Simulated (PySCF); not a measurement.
Computed shifts of a molecule CH₆OSeSi, PBE/pcSseg-1 (PySCF), GIAO, gas phase, atoms alike by connectivity averaged where their shifts nearly agree, in ppm (number of nuclei): ¹³C: 31.0 (1). ¹H: 5.25 (3), 3.18 (3). ²⁹Si: -22.1 (1). References: ⁷⁷Se against Me2Se (σ = 1634.8 ppm); ¹³C against TMS (σ = 182.0 ppm); ¹H against TMS (σ = 31.49 ppm); ¹⁷O against H2O (σ = 334.3 ppm); ²⁹Si against TMS (σ = 335.4 ppm), references at their B3LYP-D3(BJ)/def2-TZVP geometries, non-relativistic. Coordinates come from a TPSSh-D3(BJ)/def2-SVP optimisation. One conformer was computed; it need not be the lowest.

**Question.** Which molecule gave these data?
A) CO[Se][SiH3]
B) CO[SiH2][SeH]
C) C[Se]O[SiH3]

**Answer.** C, C[Se]O[SiH3]
